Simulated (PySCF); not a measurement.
PySCF input for C2H8N2OSi, SMILES O[Si@@H](N)/N=C\C, KT2/pcSseg-1. Geometry optimised at PBE0-D3(BJ)/def2-SVP. The structure was generated by enumeration; whether it is a known compound was not checked. Other conformers were not sampled.

```python
import numpy as np
from pyscf import gto, scf, dft
from pyscf.prop.nmr import rks as nmr

mol = gto.M(
    atom='''
    C     2.54300500   -0.66335281    0.49397394
    C     1.64509649   -0.77643184   -0.70183925
    N     0.43170779   -0.44657873   -0.80669243
    Si   -0.71367143    0.22259595    0.31516506
    N    -2.25372058   -0.48978348    0.04504517
    O    -0.71393477    1.84789601   -0.03913878
    H     2.01463773   -0.28366509    1.37894425
    H     3.38178031    0.01337677    0.26000086
    H     2.99046804   -1.64326719    0.72813234
    H     2.14959727   -1.20040003   -1.59729097
    H    -0.42495721    0.00204501    1.76740971
    H    -2.69569562   -1.04414802    0.76740959
    H    -2.50888553   -0.80792008   -0.88324024
    H    -1.57858606    2.25771076    0.05815628
    ''',
    basis='pcSseg-1',
    charge=0,
    spin=0,
    max_memory=1600,
    verbose=3,
)
mf = dft.RKS(mol, xc='kt2')
mf.grids.level = 3
mf.conv_tol = 1e-10
mf.max_cycle = 100
mf.kernel()
n = nmr.NMR(mf)
n.verbose = 2
n.max_cycle_cphf = 60
sigma = n.kernel()
print('atom   isotropic/ppm   span/ppm')
for i, s in enumerate(sigma):
    w = np.linalg.eigvalsh((s + s.T) / 2)
    print(f'{mol.atom_symbol(i):2s}{i + 1:3d} {w.mean():14.3f} {w[2] - w[0]:11.3f}')
```

Log of the run:

```
converged SCF energy = -562.023228496298
atom   isotropic/ppm   span/ppm
C   1        153.794      52.102
C   2         17.748     190.014
N   3        -98.198     586.263
Si  4        407.018      86.075
N   5        226.071      58.633
O   6        260.902      77.741
H   7         29.175       6.783
H   8         29.213       6.364
H   9         29.297       6.253
H  10         22.928       6.485
H  11         25.686       8.103
H  12         30.136      15.588
H  13         30.092      16.238
H  14         29.993      18.772
```

Self-consistency was reached.
